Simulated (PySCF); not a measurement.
C₄H₆O₄Zn (SMILES CC1[O][Zn]2([O]C(C)=[O]->2)<-[O]=1), singlet, at a GFN2-xTB geometry (such geometries of metal compounds can be far from the true shape); HF/STO-3G in PySCF.

Input for PySCF:
```python
from pyscf import gto, scf

mol = gto.M(
    atom='''
Zn   -0.00213218   -0.00048230   -0.00043732
C     0.08934617    2.30448338   -2.97259434
C     0.06009732    1.38124227   -1.78941451
O    -0.46857821    0.24796281   -1.88649319
O     0.55172751    1.74434914   -0.69403404
H     0.96313590    2.94601111   -2.91637612
H     0.08149978    1.72611245   -3.89097181
H    -0.80395332    2.92537882   -2.93898522
C    -0.08766604   -2.30410334    2.97293894
C    -0.05001408   -1.37896146    1.79148265
O    -0.99391024   -0.57877535    1.58652740
O     0.91903789   -1.41166436    0.99569749
H     0.92365326   -2.51922243    3.30336872
H    -0.67811424   -1.86106568    3.76860234
H    -0.55905197   -3.23368843    2.65942406
''',
    basis='sto-3g',
    verbose=4,
)

mf = scf.RHF(mol)
mf.kernel()
```

The log (banner, timings and long lists left out):

```
PySCF version 2.14.0

[INPUT] verbose = 4
[INPUT] num. atoms = 15
[INPUT] num. electrons = 92
[INPUT] charge = 0
[INPUT] spin (= nelec alpha-beta = 2S) = 0
[INPUT] symmetry False subgroup None
[INPUT] Mole.unit = angstrom
[INPUT] Symbol           X                Y                Z      unit          X                Y                Z       unit  Magmom
[INPUT]  1 Zn    -0.002132180000  -0.000482300000  -0.000437320000 AA   -0.004029236248  -0.000911414910  -0.000826415029 Bohr   0.0
[INPUT]  2 C      0.089346170000   2.304483380000  -2.972594340000 AA    0.168839791579   4.354842446812  -5.617389182032 Bohr   0.0
[INPUT]  3 C      0.060097320000   1.381242270000  -1.789414510000 AA    0.113567475620   2.610169601973  -3.381503347223 Bohr   0.0
[INPUT]  4 O     -0.468578210000   0.247962810000  -1.886493190000 AA   -0.885484484839   0.468581799978  -3.564955464957 Bohr   0.0
[INPUT]  5 O      0.551727510000   1.744349140000  -0.694034040000 AA    1.042613889288   3.296342140221  -1.311534256725 Bohr   0.0
[INPUT]  6 H      0.963135900000   2.946011110000  -2.916376120000 AA    1.820063071736   5.567154157826  -5.511152143022 Bohr   0.0
[INPUT]  7 H      0.081499780000   1.726112450000  -3.890971810000 AA    0.154012263412   3.261879790702  -7.352871079303 Bohr   0.0
[INPUT]  8 H     -0.803953320000   2.925378820000  -2.938985220000 AA   -1.519251591735   5.528164780403  -5.553877149945 Bohr   0.0
[INPUT]  9 C     -0.087666040000  -2.304103340000   2.972938940000 AA   -0.165664806025  -4.354124275296   5.618040381655 Bohr   0.0
[INPUT] 10 C     -0.050014080000  -1.378961460000   1.791482650000 AA   -0.094512913572  -2.605859495730   3.385411565410 Bohr   0.0
[INPUT] 11 O     -0.993910240000  -0.578775350000   1.586527400000 AA   -1.878218146001  -1.093726899149   2.998102275118 Bohr   0.0
[INPUT] 12 O      0.919037890000  -1.411664360000   0.995697490000 AA    1.736729910198  -2.667659020209   1.881595559017 Bohr   0.0
[INPUT] 13 H      0.923653260000  -2.519222430000   3.303368720000 AA    1.745451695462  -4.760640439561   6.242462169255 Bohr   0.0
[INPUT] 14 H     -0.678114240000  -1.861065680000   3.768602340000 AA   -1.281450194768  -3.516904435027   7.121626294995 Bohr   0.0
[INPUT] 15 H     -0.559051970000  -3.233688430000   2.659424060000 AA   -1.056455112699  -6.110785504875   5.025583122479 Bohr   0.0

nuclear repulsion = 751.639584537492
number of shells = 38
number of NR pGTOs = 192
number of NR cGTOs = 64
basis = sto-3g
ecp = {}

******** <class 'pyscf.scf.hf.RHF'> ********
method = RHF
initial guess = minao
damping factor = 0
level_shift factor = 0
DIIS = <class 'pyscf.scf.diis.CDIIS'>
diis_start_cycle = 1
diis_space = 8
diis_damp = 0
SCF conv_tol = 1e-09
SCF conv_tol_grad = None
SCF max_cycles = 50
direct_scf = True
direct_scf_tol = 1e-13
Set gradient conv threshold to 3.16228e-05
Initial guess from minao.
init E= -2206.03298648256
  HOMO = -0.424637147459822  LUMO = -0.208953297525278  gap/eV = 5.86906
cycle= 1 E= -2205.02876339349  delta_E=    1  |g|= 1.12  |ddm|= 5.15
  HOMO = 0.458696308355491  LUMO = 0.484340624403993  gap/eV = 0.69782
cycle= 2 E= -2192.89511419952  delta_E= 12.1  |g|= 6.73  |ddm|= 6.25
  HOMO = 0.0908386760796586  LUMO = 0.258107541780542  gap/eV = 4.55162
cycle= 3 E= -2205.58067123383  delta_E= -12.7  |g|= 0.465  |ddm|= 5.63
  HOMO = 0.0114996777743981  LUMO = 0.294230276149312  gap/eV = 7.69349
cycle= 4 E= -2205.68054059822  delta_E= -0.0999  |g|= 0.158  |ddm|= 0.862
  HOMO = -0.0646961234640298  LUMO = 0.296888719490327  gap/eV = 9.83922
cycle= 5 E= -2205.70081935115  delta_E= -0.0203  |g|= 0.122  |ddm|= 0.468
  HOMO = -0.0633765570004323  LUMO = 0.296837908381693  gap/eV = 9.80193
cycle= 6 E= -2205.71673754136  delta_E= -0.0159  |g|= 0.104  |ddm|= 0.482
  HOMO = -0.0697965764739173  LUMO = 0.290308423701165  gap/eV = 9.79896
cycle= 7 E= -2205.72461735345  delta_E= -0.00788  |g|= 0.0585  |ddm|= 0.56
  HOMO = -0.0720666570048755  LUMO = 0.288324725757544  gap/eV = 9.80675
cycle= 8 E= -2205.72625371883  delta_E= -0.00164  |g|= 0.0179  |ddm|= 0.214
  HOMO = -0.0819528844949329  LUMO = 0.285752652299476  gap/eV = 10.00578
cycle= 9 E= -2205.72653010018  delta_E= -0.000276  |g|= 0.00276  |ddm|= 0.0751
  HOMO = -0.0803829943536964  LUMO = 0.285909494406809  gap/eV = 9.96733
cycle= 10 E= -2205.72653627611  delta_E= -6.18e-06  |g|= 0.00126  |ddm|= 0.0102
  HOMO = -0.080592643304048  LUMO = 0.285863177495938  gap/eV = 9.97177
cycle= 11 E= -2205.72653715363  delta_E= -8.78e-07  |g|= 0.000265  |ddm|= 0.00281
  HOMO = -0.0807307947499198  LUMO = 0.2858586305351  gap/eV = 9.97541
cycle= 12 E= -2205.7265372034  delta_E= -4.98e-08  |g|= 7.36e-05  |ddm|= 0.000865
  HOMO = -0.0807293854199933  LUMO = 0.285861016450537  gap/eV = 9.97543
cycle= 13 E= -2205.7265372109  delta_E= -7.51e-09  |g|= 4.44e-05  |ddm|= 0.000333
  HOMO = -0.0807315765749324  LUMO = 0.285859479777196  gap/eV = 9.97545
cycle= 14 E= -2205.72653721453  delta_E= -3.63e-09  |g|= 3.87e-05  |ddm|= 0.000198
  HOMO = -0.0807301699960008  LUMO = 0.285859449043795  gap/eV = 9.97541
cycle= 15 E= -2205.72653721937  delta_E= -4.84e-09  |g|= 3.34e-05  |ddm|= 0.000301
  HOMO = -0.0807301067906014  LUMO = 0.285860117785261  gap/eV = 9.97543
cycle= 16 E= -2205.726537223  delta_E= -3.63e-09  |g|= 3.03e-05  |ddm|= 0.000236
  HOMO = -0.0807303592503963  LUMO = 0.285859880174121  gap/eV = 9.97543
cycle= 17 E= -2205.72653722802  delta_E= -5.01e-09  |g|= 2.59e-05  |ddm|= 0.000323
  HOMO = -0.0807303821063678  LUMO = 0.285860135867815  gap/eV = 9.97544
cycle= 18 E= -2205.72653723644  delta_E= -8.43e-09  |g|= 1.47e-05  |ddm|= 0.000753
  HOMO = -0.0807312801093369  LUMO = 0.285859608269258  gap/eV = 9.97545
cycle= 19 E= -2205.72653723905  delta_E= -2.6e-09  |g|= 5.5e-06  |ddm|= 0.000565
  HOMO = -0.0807301522666324  LUMO = 0.285859967587019  gap/eV = 9.97543
cycle= 20 E= -2205.7265372392  delta_E= -1.56e-10  |g|= 3.39e-06  |ddm|= 0.000116
  HOMO = -0.0807301239671905  LUMO = 0.285860006250592  gap/eV = 9.97543
Extra cycle  E= -2205.72653723921  delta_E= -5.46e-12  |g|= 2.85e-06  |ddm|= 8.21e-06
converged SCF energy = -2205.72653723921
```
